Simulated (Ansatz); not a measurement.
`[OH][Sn]([F])([F])[SiH3]` + HCl → `[F][Sn]([F])([SiH3])[Cl]` + H₂O at 600 K and 1 bar (ligand exchange at the Sn–O bond).

Computed with Ansatz on PBE0-D4/def2-TZVP structures; ΔE is electronic, products minus reactants. CBS: MP2 limit from def2 TZ/QZ plus the TZ coupled-cluster correction, frozen cores. This one scheme is used for every species. def2 core potentials past Kr. For Sn outer-core shells are correlated without core-valence functions, which leaves a few kJ/mol of doubt a bond. One conformer a species, not always the lowest.

| species | CCSD(T)/CBS energy (Eh) | H − E (kJ/mol) | S (J/(mol·K)) |
| --- | --- | --- | --- |
| `[OH][Sn]([F])([F])[SiH3]` | -780.36593 | 180.5 | 507.1 |
| HCl | -460.38127 | 35.4 | 207.2 |
| `[F][Sn]([F])([SiH3])[Cl]` | -1164.39080 | 145.0 | 497.7 |
| H₂O | -76.37941 | 76.8 | 212.8 |

H − E and S are ideal-gas, rigid-rotor, harmonic terms from PBE0-D4/def2-TZVP, for one conformer and one mirror image of each species. 1 Eh = 2625.50 kJ/mol, R = 8.31446 J/(mol·K).

**Question.** By hand: ΔE, ΔH, ΔS and ΔG.

**Answer.** ΔE = (-1164.39080) + (-76.37941) − (-780.36593) − (-460.38127) = -0.02301 Eh = -60.4 kJ/mol. Δ(H − E) = 145.0 + 76.8 − 180.5 − 35.4 = 5.9, so ΔH = -54.5 kJ/mol. ΔS = 497.7 + 212.8 − 507.1 − 207.2 = -3.8 J/(mol·K). ΔG = -54.5 − 600 × (-3.8)/1000 = -52.2 kJ/mol.

**Question.** By hand: the equilibrium constant, and the temperature at which ΔG would vanish if ΔH and ΔS stayed fixed.

**Answer.** log₁₀ K = −ΔG/(RT ln 10) = 4.5. ΔG = 0 at ΔH/ΔS = 14342 K, far beyond where these terms or the molecules hold.

The number of gas molecules stays the same, so ΔS is small and ΔH decides. A doubt of 5 kJ/mol in ΔE shifts log₁₀ K by 0.4 here. Other conformers and mirror images would add mixing entropy, several J/(mol·K) or more a flexible species. Modes under 60 cm⁻¹, often nearly free rotors, make the harmonic entropy too high. These are equilibria of isolated gas molecules and say nothing of rates. Largest T1 diagnostic: 0.015 (customary marks: 0.02 for closed shells, 0.045 for open ones).
